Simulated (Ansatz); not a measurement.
A nudged elastic band was laid between two geometries of C2H10O2Si2 (16 atoms, charge 0, multiplicity 1).

Method: Ansatz, RKS B3LYP/def2-SVP.

```json
{
 "movable images": "7",
 "climbing image": "yes",
 "spring": "5.0 eV/Å²",
 "optimiser": "quadratic models (default)",
 "start path": "through a guess of the saddle point",
 "force threshold": "0.05 eV/Å",
 "iteration limit": "60",
 "end points": "relaxed"
}
```

First end point:

```xyz
16
Properties=species:S:1:pos:R:3
O 0.240 -2.967 -1.181
C 1.364 -2.195 -0.878
O 1.120 -0.816 -0.903
C 0.242 -0.354 0.116
Si -0.118 1.495 -0.183
Si -1.540 2.347 1.497
H -0.018 -2.768 -2.093
H 1.687 -2.521 0.129
H 2.188 -2.354 -1.597
H 0.694 -0.500 1.120
H -0.704 -0.927 0.109
H 1.163 2.263 -0.186
H -0.771 1.660 -1.515
H -0.918 2.191 2.847
H -1.802 3.799 1.263
H -2.849 1.625 1.499
```

Last end point:

```xyz
16
Properties=species:S:1:pos:R:3
O 1.535 -2.819 -2.027
C 0.934 -2.355 -0.876
O 0.563 -1.004 -1.044
C 0.013 -0.408 0.111
Si -0.414 1.410 -0.283
Si -1.311 2.484 1.619
H 2.311 -2.267 -2.199
H 0.041 -2.987 -0.700
H 1.596 -2.434 0.020
H 0.721 -0.451 0.968
H -0.904 -0.940 0.446
H 0.825 2.122 -0.717
H -1.405 1.457 -1.397
H -0.326 2.475 2.744
H -1.650 3.903 1.299
H -2.553 1.792 2.081
```

Question: Which bonds break or form, and what moves?

Answer: No bond is made or broken. The dihedral H8–C2–O3–C4 goes from -52 to 66°.

Question: What energy profile does the band end with?

Answer: The forces met the threshold. The highest image is number 4 of 0 to 8, 0.181 eV above the first end and 0.053 eV above the last; the last end lies 0.128 eV above the first. A vibrational analysis at the climbing image gives one clearly imaginary mode, 108i cm⁻¹: a first-order saddle point.

```tsv
image	path coordinate (Å)	energy (eV)	dihedral H8–C2–O3–C4 (°)
0	0.00	0.000	-52
1	0.74	0.010	-49
2	1.49	0.045	-39
3	2.23	0.129	-16
4	2.98	0.181	17
5	3.52	0.164	38
6	4.06	0.142	53
7	4.61	0.131	61
8	5.15	0.128	66
```

Question: What is the geometry of the highest image?

Answer: 
```xyz
16
Properties=species:S:1:pos:R:3
O 0.760 -3.017 -1.957
C 1.116 -2.311 -0.820
O 0.761 -0.951 -0.934
C 0.131 -0.366 0.189
Si -0.301 1.445 -0.237
Si -1.391 2.480 1.584
H 1.241 -2.643 -2.708
H 0.580 -2.781 0.025
H 2.209 -2.374 -0.623
H 0.788 -0.379 1.084
H -0.792 -0.918 0.467
H 0.955 2.188 -0.552
H -1.185 1.475 -1.439
H -0.535 2.426 2.808
H -1.678 3.912 1.272
H -2.683 1.792 1.885
```

Question: What are the harmonic wavenumbers there?

Answer: 108i, 57, 60, 84, 93, 185, 298, 353, 369, 431, 490, 514, 545, 662, 724, 781, 873, 886, 937, 945, 952, 990, 1054, 1125, 1155, 1237, 1268, 1308, 1383, 1440, 1479, 1507, 2205, 2210, 2213, 2221, 2223, 2941, 2957, 2998, 3043, 3805 cm⁻¹.

The run took 2.6 min on 2 threads of Intel(R) Xeon(R) 6975P-C (Granite Rapids) (shared host), peak memory 0.4 GiB.
